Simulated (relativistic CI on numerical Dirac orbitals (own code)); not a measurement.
**Hyperfine structure of Eu LIX, mass number 153**

Calculated at this level of theory: Dirac-Coulomb-Breit CI, separate exchange-only KLI orbitals for each configuration, a model potential for QED, unscaled Slater integrals (own radial code, finite nucleus).

Configuration list (outside the closed core 1s2): 2s²2p, 2s2p², 2p³, 2p²3s, 2p²3p, 2p²3d, 2s²3s, 2s²3p, 2s²3d, 2s2p3s, 2s2p3p, 2s2p3d, 2s²4s, 2s²4p, 2s²4d, 2s²4f. Levels of other configurations are missing.

Nuclear spin I = 5/2, μ = 1.5294 μN, Q = 2.41 b (tables of Stone and Pyykkö). The electronic factors are computed for point nuclear moments, without core polarisation or the Bohr-Weisskopf and QED corrections.

| Level | E (10³ cm⁻¹) | A (GHz) | B (GHz) |
| --- | --- | --- | --- |
| 2s²2p ²P°1/2 | 0.0 | 2336 |  |
| 2s2p² ⁴P1/2 | 1676.6 | 7167 |  |
| 2s²2p ²P°3/2 | 5714.9 | 316.3 | 2390 |
| 2s2p² ⁴P3/2 | 6881.9 | 1796 | 1890 |
| 2s2p² ²D5/2 | 7179.5 | 2101 | 1890 |
| 2s2p² ²P1/2 | 7659.0 | -2559 |  |
| 2s2p² ²D3/2 | 7672.0 | 15.03 | 1320 |
| 2s2p² ⁴P5/2 | 12744.6 | 1716 | 487 |

Levels with J = 0, under 50 % of one LS term, or S terms without an open s electron are left out. Small factors come from cancelling terms and can be off by tens of per cent or more.

At this charge energies of transitions that change n are usually good to better than 1 %, and those within a shell (Δn = 0) to a few per cent.

Q: Give the hyperfine levels of 2s²2p ²P°1/2 relative to its centre of gravity.

A: With K = F(F + 1) − I(I + 1) − J(J + 1), E = AK/2: F = 2: -4088, F = 3: 2920 GHz.

LS names give the leading component of a level, which can be under half, so a name can repeat, a term be missing and a line seem to break the LS rules.
